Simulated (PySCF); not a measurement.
## Relaxation of triplet Ca₂S

Computed with UPBE0 in PySCF with S def2-TZVP, Ca def2-TZVP; no relativity; density-fitted integrals. A (50,194) grid was used.

A hand-made bent start, of C2v symmetry, held to at least that symmetry:

Coordinates in bohr (charge 0 multiplicity 3):
```
S     0.0000    0.0000   -2.1213
Ca    4.2415    0.0000    0.8486
Ca   -4.2415    0.0000    0.8486
```

Problem. What forces act on the atoms at the start (eV/Å)?

Solution. 
```tsv
atom	Fx	Fy	Fz
S1	0.00	0.00	1.63
Ca2	-1.14	0.00	-0.81
Ca3	1.14	0.00	-0.81
```

Problem. What does it relax to?

Solution. It ends at C2v with S–Ca 2.489 Å (×2); Ca–S–Ca 140.1°. A frequency run shows a minimum. Other isomers or separated fragments may lie lower.

Problem. How much energy is released, and in how many steps?

Solution. 41.7 kJ/mol in 9 steps.

At this level a broken-symmetry Ms = 0 minimum of C2v symmetry lies 10 kJ/mol below this structure.

The relaxation took about 4 core-minutes on a shared host.
